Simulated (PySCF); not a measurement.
Species: C4H9BO3.
Numbering: `[CH3:1][O:2][C@@H:3]1[CH2:4][O:5][B:6]([CH3:7])[O:8]1` (hydrogens: H9, H10, H11 on C1; H12 on C3; H13, H14 on C4; H15, H16, H17 on C7)

Method used: PBE0-D3(BJ)/def2-SVP geometry optimisation, gas phase in PySCF 2.14.0.

(1) Give the optimised bond lengths and angles.

## Answers

(1) 
```tsv
bond	length (pm)	order
C1–O2	140.3	single
O2–C3	137.9	single
C3–C4	153.5	single
C4–O5	141.2	single
O5–B6	136.7	single
B6–C7	156.0	single
B6–O8	137.7	single
C3–O8	141.3	single
C1–H9, C1–H11	110.0	single
C1–H10	110.7	single
C3–H12	110.9	single
C4–H13	110.2	single
C4–H14	110.0	single
C7–H15, C7–H16, C7–H17	110.1	single
```

Bonds in one row agree within 1 pm and their mean is given. Orders are formal, as drawn. A selection of angles:
```tsv
angle	degrees
C1–O2–C3	114.1
O2–C3–C4	109.0
O2–C3–O8	111.6
C4–C3–O8	104.5
C3–C4–O5	105.5
C4–O5–B6	108.4
O5–B6–C7	124.1
O5–B6–O8	112.1
C7–B6–O8	123.8
C3–O8–B6	108.6
```

Dihedral angles: C1–O2–C3–C4 -178° (antiperiplanar); O2–C3–C4–O5 -110° (anticlinal); C3–C4–O5–B6 -6° (synperiplanar); C4–O5–B6–C7 180° (antiperiplanar); O5–B6–O8–C3 6° (synperiplanar); O2–C3–O8–B6 108° (anticlinal).

B6 (three-coordinate boron) is planar (angles 124.1°, 123.8° and 112.1°, sum 360.0°, 0.00 Å off the plane of its three neighbours). O2 (ether oxygen) is bent (angle 114.1°). The 4 C–O bonds span 1.379 Å (O2–C3, drawn single) to 1.413 Å (C3–O8, drawn single), a spread of 0.034 Å. Of the pairs four or more bonds apart, O8···H9 is among the closest relative to their van der Waals radii: 2.60 Å, 96 % of the sum of Bondi's values. The 5-membered ring C3–C4–O5–B6–O8 has internal angles of 104.5° to 112.1° (sum 539°, against 540° for a flat polygon); it is slightly puckered (a soft mode that the optimisation may not have finished), 0.04 Å rms from its mean plane, widest ring torsion 9°.

Point group: C1 (no symmetry element, even within 0.4 Å). No PBE0-D3(BJ)/def2-SVP frequencies stand behind this structure, so it isn't proved a minimum. One conformer, not necessarily the lowest.
